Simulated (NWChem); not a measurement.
System: C3H3 cation

```xyz
6

C      0.0000     0.0000    -1.3386
C      0.0000     0.0000    -0.1033
C      0.0000     0.0000     1.2447
H      0.0000     0.0000    -2.4259
H      0.0000     0.9468     1.8079
H      0.0000    -0.9468     1.8079
```
Atoms are numbered in this order, from 1.

Computed with NWChem. Pople sets run with spherical d functions. All runs use the structure optimised with PBE0/def2-SVP. B3LYP is NWChem's, with the RPA form of VWN correlation. GIAO values for the isolated, static molecule; σ is the absolute isotropic shielding, δ = σ(reference) − σ with the isolated reference molecule computed at the same levels (13C: tetramethylsilane, 1H: tetramethylsilane).

For level B3LYP/6-31G*:

- δ C1 (ppm): 335.9
- δ C2 (ppm): 123.4
- δ C3 (ppm): 245.4
- δ H4 (ppm): 18.48

Problem. Estimate the same quantities for level Hartree-Fock/6-31G*.

Solution. The δ C1 (ppm) is 400.0 and the δ C2 (ppm) is 54.3. The δ C3 (ppm) comes out as 253.2. The δ H4 (ppm) is 22.54.
